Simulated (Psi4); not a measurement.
cyclopropene (C$_{3}$H$_{4}$), singlet, geometry from GFN2-xTB; M06-2X/6-311G** run with Psi4.

Psi4 was given this input:
```
memory 2 GB

molecule mol {
0 1
C    -0.023980   -0.009884    0.852919
C     0.014152   -0.642536   -0.506755
C     0.013921    0.654107   -0.491735
H     0.865702   -0.016920    1.474061
H    -0.947157   -0.016654    1.423095
H     0.028731   -1.565950   -1.030141
H     0.028167    1.589403   -0.993590
}

set {
  basis 6-311g**
  reference rks
  guess sap
}

energy('m06-2x')
print_variables()
```

Output, abridged:

```
   => Loading Basis Set <=

    Name: 6-311G**
    Role: ORBITAL
    Keyword: BASIS

         ---------------------------------------------------------
                                   SCF
               by Justin Turney, Rob Parrish, Andy Simmonett
                          and Daniel G. A. Smith
                              RKS Reference
         ---------------------------------------------------------

  ==> Geometry <==

    Molecular point group: c1
    Full point group: C1

    Geometry (in Angstrom), charge = 0, multiplicity = 1:

       Center              X                  Y                   Z               Mass
    ------------   -----------------  -----------------  -----------------  -----------------
         C           -0.024588694712    -0.010134898742     0.874566871002    12.000000000000
         C            0.013543305288    -0.642786898742    -0.485107128998    12.000000000000
         C            0.013312305288     0.653856101258    -0.470087128998    12.000000000000
         H            0.865093305288    -0.017170898742     1.495708871002     1.007825032230
         H           -0.947765694712    -0.016904898742     1.444742871002     1.007825032230
         H            0.028122305288    -1.566200898742    -1.008493128998     1.007825032230
         H            0.027558305288     1.589152101258    -0.971942128998     1.007825032230

  Running in c1 symmetry.

  Rotational constants: A =      1.00557  B =      0.74384  C =      0.46681 [cm^-1]
  Rotational constants: A =  30146.32037  B =  22299.78871  C =  13994.62687 [MHz]
  Nuclear repulsion =   64.110159998844551

  Charge       = 0
  Multiplicity = 1
  Electrons    = 22
  Nalpha       = 11
  Nbeta        = 11

  ==> Algorithm <==

  SCF Algorithm Type is DF.
  DIIS enabled.
  MOM disabled.
  Fractional occupation disabled.
  Guess Type is SAP.
  Energy threshold   = 1.00e-06
  Density threshold  = 1.00e-06
  Integral threshold = 1.00e-12

  ==> Primary Basis <==

  Basis Set: 6-311G**
    Blend: 6-311G**
    Number of shells: 40
    Number of basis functions: 78
    Number of Cartesian functions: 81
    Spherical Harmonics?: true
    Max angular momentum: 2

  ==> DFT Potential <==

   => LibXC <=

    Version 7.1.2
    S. Lehtola, C. Steigemann, M. J. T. Oliveira, and M. A. L. Marques,  SoftwareX 7, 1–5 (2018) (10.1016/j.softx.2017.11.002)

   => Composite Functional: M06-2X <=

    Hybrid M06-2X Meta-GGA XC Functional  (10.1007/s00214-007-0310-x)
    Y. Zhao and D. G. Truhlar,  Theor. Chem. Acc., 120, 215, 2008

    Deriv               =              1
    GGA                 =           TRUE
    Meta                =           TRUE

    Exchange Hybrid     =           TRUE
    MP2 Hybrid          =          FALSE

   => Exchange Functionals <=

    1.0000   XC_HYB_MGGA_X_M06_2X

   => Exact (HF) Exchange <=

    0.5400               HF

   => Correlation Functionals <=

    1.0000   XC_MGGA_C_M06_2X

   => LibXC Density Thresholds  <==

    XC_MGGA_C_M06_2X:  1.00E-12
    XC_HYB_MGGA_X_M06_2X:  1.00E-15

   => Molecular Quadrature <=

    Radial Scheme          =       TREUTLER
    Pruning Scheme         =           NONE
    Nuclear Scheme         =       TREUTLER

    Blocking Scheme        =         OCTREE
    BS radius alpha        =              1
    Pruning alpha          =              1
    Radial Points          =             75
    Spherical Points       =            302
    Total Points           =         151666
    Total Blocks           =           1199
    Max Points             =            256
    Max Functions          =             78
    Weights Tolerance      =       1.00E-15

   => Loading Basis Set <=

    Name: (6-311G** AUX)
    Role: JKFIT
    Keyword: DF_BASIS_SCF

  ==> Integral Setup <==

  SCF_SUBTYPE=INCORE selected. In-core MEM_DF algorithm will be used.
  Using in-core AOs.

  ==> MemDFJK: Density-Fitted J/K Matrices <==

    J tasked:                   Yes
    K tasked:                   Yes
[...]
    Using symmetric orthogonalization.

  ==> Pre-Iterations <==

  SCF Guess: Superposition of Atomic Potentials (doi:10.1021/acs.jctc.8b01089).

  ==> SAP guess <==

   => Molecular Quadrature <=

    Radial Scheme          =       TREUTLER
    Pruning Scheme         =           NONE
    Nuclear Scheme         =       TREUTLER

    Blocking Scheme        =         OCTREE
    BS radius alpha        =              1
    Pruning alpha          =              1
    Radial Points          =             75
    Spherical Points       =            302
    Total Points           =         151666
    Total Blocks           =           1199
    Max Points             =            256
    Max Functions          =             78
    Weights Tolerance      =       1.00E-15

   -------------------------------------------------------
    Irrep   Nso     Nmo     Nalpha   Nbeta   Ndocc  Nsocc
   -------------------------------------------------------
     A         78      78      11      11      11       0
   -------------------------------------------------------
    Total      78      78      11      11      11       0
   -------------------------------------------------------

  ==> Iterations <==

                           Total Energy        Delta E     RMS |[F,P]|

   @DF-RKS iter   1:  -115.34650779551234   -1.15347e+02   1.97690e-02 DIIS/ADIIS
   @DF-RKS iter   2:  -115.42112345611277   -7.46157e-02   1.85558e-02 DIIS/ADIIS
   @DF-RKS iter   3:  -116.58807888840217   -1.16696e+00   1.43730e-03 DIIS/ADIIS
   @DF-RKS iter   4:  -116.59485924153469   -6.78035e-03   2.98674e-04 DIIS/ADIIS
   @DF-RKS iter   5:  -116.59506956146937   -2.10320e-04   1.73232e-04 DIIS/ADIIS
   @DF-RKS iter   6:  -116.59515854375394   -8.89823e-05   1.18395e-05 DIIS
   @DF-RKS iter   7:  -116.59515907883986   -5.35086e-07   1.80218e-06 DIIS
   @DF-RKS iter   8:  -116.59515909629565   -1.74558e-08   2.37812e-07 DIIS
  Energy and wave function converged.

  ==> Post-Iterations <==

   Electrons on quadrature grid:
      Ntotal   =   22.0000157477 ; deviation = 1.575e-05

    Orbital Energies [Eh]
    ---------------------

    Doubly Occupied:

[...]
    Virtual:

[...]
      78A     24.622441

    Final Occupation by Irrep:
              A
    DOCC [    11 ]
    NA   [    11 ]
    NB   [    11 ]

  @DF-RKS Final Energy:  -116.59515909629565

   => Energetics <=

    Nuclear Repulsion Energy =             64.1101599988445514
    One-Electron Energy =                -282.1678403986169315
    Two-Electron Energy =                 110.0098443960994956
    DFT Exchange-Correlation Energy =      -8.5473230926227686
    Empirical Dispersion Energy =           0.0000000000000000
    VV10 Nonlocal Energy =                  0.0000000000000000
    Total Energy =                       -116.5951590962956459

Computation Completed

Properties will be evaluated at   0.000000,   0.000000,   0.000000 [a0]

Properties computed using the SCF density matrix

 Multipole Moments:

 ------------------------------------------------------------------------------------
     Multipole            Electronic (a.u.)      Nuclear  (a.u.)        Total (a.u.)
 ------------------------------------------------------------------------------------

 L = 1.  Multiply by 2.5417464519 to convert [e a0] to [Debye]
 Dipole X            :          0.0304611           -0.0253040            0.0051571
 Dipole Y            :          0.0125543           -0.0104290            0.0021254
 Dipole Z            :         -1.0834064            0.8999862           -0.1834202
 Magnitude           :                                                    0.1835050

 ------------------------------------------------------------------------------------

  Variable Map:
  ----------------------------------------------------------------------------
[...]
  Array Variable Map:
  ----------------------------------------------------------------------------
[...]
[...]
```
